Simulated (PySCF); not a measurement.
Species: 1-bromonaphthalene, C10H7Br.
Z-matrix (Å and degrees, PBE0-D3(BJ)/def2-SVP geometry), rows numbered from 1:
```
Br
C   1  1.8922
C   2  1.3759  1  118.04
C   3  1.4118  2  119.91  1   180.00
C   4  1.3735  3  120.42  2    -0.03
C   5  1.4179  4  120.65  3     0.02
C   6  1.4191  5  121.38  4  -179.99
C   7  1.3742  6  121.09  5   179.98
C   8  1.4128  7  119.96  6    -0.01
C   9  1.3753  8  120.57  7     0.03
C  10  1.4179  9  120.83  8    -0.03
H   3  1.0910  2  119.80  1     0.00
H   4  1.0921  3  119.11  2   179.99
H   5  1.0925  4  120.61  3  -179.99
H   7  1.0929  6  118.41  5    -0.03
H   8  1.0923  7  120.18  6   179.98
H   9  1.0923  8  119.73  7  -179.99
H  10  1.0910  9  120.47  8   179.98
```

Computed with PBE0-D3(BJ)/def2-SVP geometry optimisation, gas phase (PySCF).

Take the most abundant isotopes and a rigid rotor. 

Problem. What are A, B and C (GHz)?

Solution. Ia = 359.32, Ib = 824.59, Ic = 1183.91 u·Å²; 505379 MHz·u·Å²/I gives 1406, 612.9 and 426.9 MHz, that is A = 1.4065, B = 0.6129, C = 0.4269 GHz.

Problem. Classify the top.

Solution. An asymmetric top. Ray's parameter κ = (2B − A − C)/(A − C) = -0.620; −1 is the prolate and +1 the oblate limit.

Problem. What does the inertial defect say?

Solution. Planar: Δ = Ic − Ia − Ib = 0.00 u·Å². For a rigid frame Δ = −2 Σ m c², so it vanishes when all atoms lie in the ab plane; here none is more than 0.01 Å from it.

Problem. Give the coordinates in the principal-axis frame, origin at the centre of mass.

Solution. The sense of each axis is arbitrary; atoms in the order of the calculation.
```json
{"atom": "Br1", "mass (u)": "78.918", "a (Å)": "2.161", "b (Å)": "-0.415", "c (Å)": "0.000"}
{"atom": "C2", "mass (u)": "12.000", "a (Å)": "0.532", "b (Å)": "0.548", "c (Å)": "0.000"}
{"atom": "C3", "mass (u)": "12.000", "a (Å)": "0.594", "b (Å)": "1.923", "c (Å)": "0.000"}
{"atom": "C4", "mass (u)": "12.000", "a (Å)": "-0.597", "b (Å)": "2.681", "c (Å)": "0.000"}
{"atom": "C5", "mass (u)": "12.000", "a (Å)": "-1.820", "b (Å)": "2.055", "c (Å)": "0.000"}
{"atom": "C6", "mass (u)": "12.000", "a (Å)": "-1.908", "b (Å)": "0.640", "c (Å)": "0.000"}
{"atom": "C7", "mass (u)": "12.000", "a (Å)": "-3.163", "b (Å)": "-0.022", "c (Å)": "0.000"}
{"atom": "C8", "mass (u)": "12.000", "a (Å)": "-3.241", "b (Å)": "-1.394", "c (Å)": "0.000"}
{"atom": "C9", "mass (u)": "12.000", "a (Å)": "-2.059", "b (Å)": "-2.169", "c (Å)": "0.000"}
{"atom": "C10", "mass (u)": "12.000", "a (Å)": "-0.825", "b (Å)": "-1.561", "c (Å)": "0.000"}
{"atom": "C11", "mass (u)": "12.000", "a (Å)": "-0.711", "b (Å)": "-0.148", "c (Å)": "0.000"}
{"atom": "H12", "mass (u)": "1.008", "a (Å)": "1.564", "b (Å)": "2.422", "c (Å)": "-0.001"}
{"atom": "H13", "mass (u)": "1.008", "a (Å)": "-0.533", "b (Å)": "3.771", "c (Å)": "0.000"}
{"atom": "H14", "mass (u)": "1.008", "a (Å)": "-2.744", "b (Å)": "2.639", "c (Å)": "0.000"}
{"atom": "H15", "mass (u)": "1.008", "a (Å)": "-4.071", "b (Å)": "0.585", "c (Å)": "0.000"}
{"atom": "H16", "mass (u)": "1.008", "a (Å)": "-4.215", "b (Å)": "-1.889", "c (Å)": "0.000"}
{"atom": "H17", "mass (u)": "1.008", "a (Å)": "-2.126", "b (Å)": "-3.259", "c (Å)": "-0.001"}
{"atom": "H18", "mass (u)": "1.008", "a (Å)": "0.086", "b (Å)": "-2.161", "c (Å)": "0.000"}
```

Problem. List the rotational levels J(Ka,Kc) to J = 2 (MHz).

Solution. Above 0(0,0):
J = 1: 1(0,1) 1040, 1(1,1) 1833, 1(1,0) 2019
J = 2: 2(0,2) 3090, 2(1,2) 3727, 2(1,1) 4285, 2(2,1) 6666, 2(2,0) 6695
The levels of one J sum to (2J + 1)J(J + 1)(A + B + C)/3.

Problem. Which types of transition are allowed, and where do some lines up to J = 3 fall?

Solution. The dipole components are |μa| = 1.45 D, |μb| = 0.55 D, |μc| = 0.00 D; the mirror of this Cs structure is the ab plane, so μc vanishes by symmetry and there are no c-type lines. Intensities carry the squares of the components, which stand as 1.00 : 0.14 (a : b). Some lines, for components of 0.1 D or more:

```json
{"type": "b", "branch": "R", "J(Ka,Kc)": "3(1,2) ← 2(2,1)", "MHz": "998", "lower level (cm⁻¹)": "0.222"}
{"type": "a", "branch": "Q", "J(Ka,Kc)": "3(1,2) ← 3(1,3)", "MHz": "1113", "lower level (cm⁻¹)": "0.218"}
{"type": "b", "branch": "R", "J(Ka,Kc)": "2(0,2) ← 1(1,1)", "MHz": "1257", "lower level (cm⁻¹)": "0.061"}
{"type": "b", "branch": "Q", "J(Ka,Kc)": "3(1,2) ← 3(0,3)", "MHz": "1566", "lower level (cm⁻¹)": "0.203"}
{"type": "a", "branch": "R", "J(Ka,Kc)": "2(1,2) ← 1(1,1)", "MHz": "1894", "lower level (cm⁻¹)": "0.061"}
{"type": "b", "branch": "Q", "J(Ka,Kc)": "3(2,1) ← 3(1,2)", "MHz": "2262", "lower level (cm⁻¹)": "0.256"}
{"type": "b", "branch": "Q", "J(Ka,Kc)": "2(2,0) ← 2(1,1)", "MHz": "2410", "lower level (cm⁻¹)": "0.143"}
{"type": "b", "branch": "Q", "J(Ka,Kc)": "2(2,1) ← 2(1,2)", "MHz": "2939", "lower level (cm⁻¹)": "0.124"}
{"type": "a", "branch": "R", "J(Ka,Kc)": "3(0,3) ← 2(0,2)", "MHz": "3008", "lower level (cm⁻¹)": "0.103"}
{"type": "a", "branch": "R", "J(Ka,Kc)": "3(2,2) ← 2(2,1)", "MHz": "3119", "lower level (cm⁻¹)": "0.222"}
{"type": "a", "branch": "R", "J(Ka,Kc)": "3(2,1) ← 2(2,0)", "MHz": "3231", "lower level (cm⁻¹)": "0.223"}
{"type": "b", "branch": "R", "J(Ka,Kc)": "3(2,1) ← 2(1,2)", "MHz": "6199", "lower level (cm⁻¹)": "0.124"}
{"type": "b", "branch": "R", "J(Ka,Kc)": "3(3,1) ← 2(2,0)", "MHz": "7540", "lower level (cm⁻¹)": "0.223"}
```

Problem. Estimate the classical rotational partition function at 25 K, 100 K and 200 K.

Solution. Point group Cs, symmetry number σ = 1; q = (√π/σ)·√((kT/h)³/(ABC)), k/h = 20836.6 MHz/K: 34700 at 25 K, 278000 at 100 K, 786000 at 200 K.

Not checked by PBE0-D3(BJ)/def2-SVP frequencies. No vibrational averaging or centrifugal distortion is included, and the geometry carries the error of its method. Quadrupole hyperfine structure (79Br) is left out.
